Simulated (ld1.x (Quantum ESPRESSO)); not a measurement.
**Configuration tests for V (Z = 23) (TM)**

* Element: vanadium (V)
* Generator: ld1.x (Quantum ESPRESSO) 7.5
* Type: norm-conserving Troullier–Martins (Kleinman–Bylander form)
* Functional: PBE
* Relativity: scalar-relativistic
* Frozen core: [Ne] 3s2
* Valence charge: 11
* Reference configuration: 3p6 3d3 4s1.5 4p0.5
* Partial waves: 3p (bound): rc 1.10 bohr; 3d (bound): rc 1.85 bohr; 4s (bound): rc 1.95 bohr
* Local potential: the s channel
* Core correction: none

Occupied shells without a wave of their own: 4p. They enter only through the test configuration that unscreens the potential.

Energies are relative to the spin-unpolarised reference configuration 3p6 3d3 4s1.5 4p0.5; without spin polarisation the order of configurations can differ from experiment. The frozen-core shift is the all-electron ΔE with the core orbitals held at their reference shape minus the fully relaxed ΔE.

```tsv
valence configuration	charge	ΔE all-electron (eV)	error AE − PS (meV)	frozen-core shift (meV)
3p6 3d3 4s2 4p0	0	-1.651	+196	-0.1
3p6 3d3 4s0 4p0	+2	20.380	+669	+2.1
3p5 3d3 4s2 4p0	+1	49.296	+247	+68
3p6 3d4 4s0 4p0	+1	5.546	+179	+22
3p6 3d3 4s0 4p2	0	5.204	-854	+0.5
3p6 3d1 4s0 4p0	+4	95.151	+1331	+314
```

(1) What are ΔE and the potential's error for 3p6 3d3 4s1 4p0?

The potential misses its own reference levels by up to 0.4 eV.

## Answers

(1) ΔE = 6.084 eV all-electron; the error (AE − PS) is +410 meV.

These tests converged, but a pseudo level misses the all-electron one widely, so the file describes the atom poorly there or has found another state: 3p6 3d1 4s0 4p0: empty 4p by 4.3 eV (a node warning on the way). The 4p level has no wave, so the channel is fitted at the deeper level alone: the likely source of the large errors. A variational frozen-core shift is positive and of second order in the change. This column holds negative values, so the frozen-core run of ld1.x carries numerical noise or an error of first order here, and the column gives no more than the rough size of the effect.
